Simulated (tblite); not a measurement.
Species: C4H15GeNSi.
Geometry (GFN2-xTB, Å), atoms numbered from 1 in this order:
```
atom  x, y, z in Å
C1    -2.1524   -1.6508   -0.5058
C2    -1.6611   -0.4788    0.3289
C3    -0.3297    0.0723   -0.1798
N4     0.1598    1.2280    0.5633
C5    -0.5524    2.4700    0.3321
Ge6    1.2258   -1.1919   -0.0912
Si7    3.2694   -0.0916   -0.3819
H8    -2.2360   -1.3632   -1.5522
H9    -1.4556   -2.4842   -0.4315
H10   -3.1284   -1.9851   -0.1605
H11   -1.5368   -0.7990    1.3686
H12   -2.4156    0.3144    0.3128
H13   -0.4557    0.3944   -1.2194
H14    0.1266    1.0047    1.5553
H15   -1.6126    2.4410    0.6181
H16   -0.0651    3.2624    0.8998
H17   -0.4897    2.7141   -0.7287
H18    1.0129   -2.3679   -1.0311
H19    1.0991   -1.8884    1.2541
H20    3.8089   -0.3625   -1.7166
H21    4.2562   -0.5703    0.5886
H22    3.1219    1.3516   -0.2245
```

All values are computed: GFN2-xTB (tblite) harmonic vibrations without scaling, gas phase. Errors from tens to a few hundred cm⁻¹ against measured bands are possible. Modes of hydrogen on germanium and silicon can be 10 to 20 % off. One conformer, not necessarily the lowest. The optimisation stopped once no atom felt more than 0.01 eV/Å.

Lowest wavenumbers of the output (negative numbers stand for imaginary wavenumbers):
```
mode    cm-1
  1     -39.2
  2      23.1
  3      62.9
  4      72.7
  5     105.9
  6     155.7
  7     185.0
  8     198.9
```

Task: Is this structure a minimum?

Result: Not by this Hessian. 1 mode is imaginary beyond 20i (39i cm⁻¹), so at this level the point lies at or near a first-order saddle. The curvature is small, so loose convergence or finite differences may be the whole cause.

Task: Which atoms move in the imaginary mode?

Result: 39i: H21 (Si–H hydrogen) 34 %, H22 (Si–H hydrogen) 33 %, H20 (Si–H hydrogen) 30 %. These are shares of the mass-weighted motion.

Task: What is the remedy?

Result: Step along that mode in both directions, optimise again with tighter thresholds and repeat the frequencies. The zero-point energy of this point (109.4 kcal/mol) counts the 59 real modes alone, and thermal corrections from it aren't those of a minimum.
